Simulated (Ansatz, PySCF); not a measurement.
Potential energy curve for C2, singlet.

- RKS-PBE0 = restricted PBE0/cc-pVDZ (Ansatz, an electronic-structure program)
- FCI = Ansatz with full CI/cc-pVDZ, frozen core
- RKS-M06-2X/6-31G* = restricted M06-2X/6-31G*, spherical d in PySCF
- RKS-PBE = restricted PBE/cc-pVDZ (Ansatz)

Energies are in mEh, each relative to the lowest point of its own curve between 1.10 and 1.58 Å, where full CI is lowest.

```
R / Å  RKS-PBE0    FCI  RKS-M06-2X/6-31G*  RKS-PBE
-----  --------  -----  -----------------  -------
1.10       52.0   57.8               46.9     56.9
1.20        5.7    8.2                3.8      7.6
1.27        0.0    0.0                0.0      0.0
1.33        6.2    3.8                7.5      4.7
1.40       19.5   16.5               24.4     18.5
1.43       25.1   23.6               33.3     26.4
1.49       35.2   39.7               53.0     43.0
1.52       39.5   48.2               63.4     50.8
1.58       49.5   65.3               84.7     64.9
1.65       63.5   82.8              109.8     78.2
1.70       74.5   91.5              127.4     87.2
1.80       97.4  109.4              161.6    106.2
1.90      120.5  126.7              193.8    125.6
2.05      154.0  149.8              236.3    153.7
2.20      185.0  168.4              270.7    179.7
2.45      229.8  189.0              313.6    217.0
2.70      266.0  199.2              345.3    246.7
2.97      296.7  204.1              371.7    271.3
```

At the longest distance, 2.97 Å, RKS-M06-2X/6-31G* lies highest above its minimum (371.7 mEh) and FCI lowest (204.1 mEh).

The scan ran from 1.10 to 5.21 Å; beyond the distances shown full CI changes its symmetry label. The restricted form behind RKS-PBE0, RKS-M06-2X/6-31G*, RKS-PBE keeps the bonding electrons paired and can't separate into open-shell fragments. Also computed but left out beside FCI, since their determinant holds another spin at the minimum (<S²> over 0.7 above the pure value): UHF, UKS-PBE0, UKS-CAM-B3LYP, UKS-PBE, UKS-B3LYP/6-31G*, UKS-M06-2X/6-31G*, UKS-BP86/6-31G*, UHF/6-31G*.
